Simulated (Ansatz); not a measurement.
The first iterations of a band of Cl₃H₄HfNO (10 atoms, charge 0, multiplicity 1).

Method: Ansatz, RHF/def2-SVP.

```json
{
 "movable images": "5",
 "climbing image": "yes",
 "spring": "5.0 eV/Å²",
 "optimiser": "quadratic models (default)",
 "start path": "straight line",
 "force threshold": "0.03 eV/Å",
 "iteration limit": "60",
 "end points": "relaxed"
}
```

Image 0:

```xyz
10
Properties=species:S:1:pos:R:3
Hf 0.109 0.038 0.031
Cl 0.220 0.753 2.345
Cl 2.245 0.298 -1.023
N -1.023 1.588 -0.584
H -1.613 1.594 -1.398
H -1.096 2.478 -0.121
Cl -1.194 -1.655 -1.119
O 0.812 -1.954 1.127
H 0.693 -2.832 0.786
H 1.187 -1.991 1.998
```

Image 6:

```xyz
10
Properties=species:S:1:pos:R:3
Hf 0.223 -0.745 -0.816
Cl -0.185 1.039 3.236
Cl 2.189 -0.457 -2.156
N -0.670 1.033 -0.499
H -1.061 1.640 -1.200
H -0.793 1.467 0.402
Cl -1.276 -2.234 -1.946
O 0.680 -1.401 0.948
H 1.035 -2.057 1.525
H 0.198 0.032 2.550
```

| iteration | highest image above the first end (eV) | largest band force component (eV/Å) |
| --- | --- | --- |
| 1 | 4.559 | 13.121 |
| 2 | 2.187 | 3.152 |
| 3 | 2.317 | 9.996 |
| 4 | 1.524 | 1.355 |
| 5 | 1.372 | 1.383 |
| 6 | 1.355 | 1.111 |
| 7 | 1.648 | 0.965 |
| 8 | 1.604 | 0.771 |
| 9 | 1.571 | 0.227 |
| 10 | 1.542 | 0.477 |
| 11 | 1.523 | 0.382 |

**Question.** Does the band converge within its limit, and where does its top end?

**Answer.** The forces met the threshold. It ended after 34 iterations with the highest image 1.389 eV above the first end. Neighbouring images differ by up to 1.3 eV, so the band resolves the path poorly. Another band between the same ends (5 images) ends at a top of the same energy, where a vibrational analysis finds 1 clearly imaginary mode. The orbitals stay closed-shell, which can raise the energy where a bond breaks towards radicals; this wasn't checked here.

Time of the run: 9.7 min on 2 threads of Intel(R) Xeon(R) Platinum 8259CL CPU @ 2.50GHz (Skylake/Cascade Lake), with other jobs on the host, peak memory 0.38 GiB.
